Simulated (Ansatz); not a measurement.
Energy difference R1 → 2 P1, each structure at its B3LYP-D3(BJ)/def2-TZVP stationary point, reached from a drawn start (curvature not checked).
R1: O2 (SMILES O=O), charge 0, multiplicity 3.
P1: O atom, charge 0, multiplicity 3.

P less R. No zero-point or thermal terms; open shells are unrestricted; no spin–orbit coupling.

Cores are frozen in the correlated methods.

Run with Ansatz (a program for electronic structure) with Gaussian orbitals. No computed number here is a measurement.

Predict the reaction energy from CCSD(T)/cc-pVQZ.

490 kJ/mol

Estimate the reaction energy that BHLYP/def2-TZVPP returns for this input.

418 kJ/mol

What reaction energy does HF/cc-pVDZ give?

115 kJ/mol
